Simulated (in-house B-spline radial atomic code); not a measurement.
Checks on a self-consistent run for the vanadium ion V⁴⁺, [He] 2s1 (2p1/2)2 (2p3/2)3 3s2 3p6 3d3. Level of theory: Dirac-Hartree-Fock, average of the jj configuration, Fermi nucleus of rms radius 3.6002 fm; calculated with an all-electron radial atomic-structure program (B-spline basis).

```csv
orbital,q,ε (Eh),<1/r>,<r²>,small-component weight
1s1/2,2,-209.15644,22.8604,0.00591557,0.0068139
2s1/2,1,-28.57852,4.94957,0.10744,0.0012723
2p1/2,2,-24.84156,4.9029,0.0838673,0.0012564
2p3/2,3,-24.59652,4.79788,0.0887142,0.0012249
3s1/2,2,-5.59257,1.6321,0.883715,0.0003075
3p1/2,2,-4.42462,1.51203,0.94764,0.00026734
3p3/2,4,-4.36633,1.52902,0.964465,0.0002802
3d3/2,1.2,-2.75106,1.32904,1.07522,0.00021609
3d5/2,1.8,-2.73065,1.31805,1.09142,0.00021287
```

Electron-electron repulsion V_ee = 285.3277 hartree.

Problem. What total energy follows from the eigenvalues?

Solution. The eigenvalues count the repulsion twice, so E = Σqε - V_ee = -616.080 - 285.328 = -901.408 hartree; the run printed -901.408.

Problem. Does the Dirac virial theorem hold?

Solution. For a point nucleus E = -2c²Σq·w, with w the small-component weight. Here Σq·w = 0.024 and c = 137.0360, so the ratio E/(-2c²Σq·w) is 1.000005; the finite nucleus accounts for the departure from 1.

Problem. What diamagnetic shielding (Lamb formula) and susceptibility (Langevin formula) do the radii give?

Solution. σ = (α²/3)Σq<1/r> = 91.2414/(3·137.036²) = 1619.6 ppm, and χ = -0.79199×10⁻⁶·Σq<r²> = -8.972×10⁻⁶ cm³/mol with Σq<r²> = 11.329 bohr². Both are non-relativistic formulas without the paramagnetism of open shells.
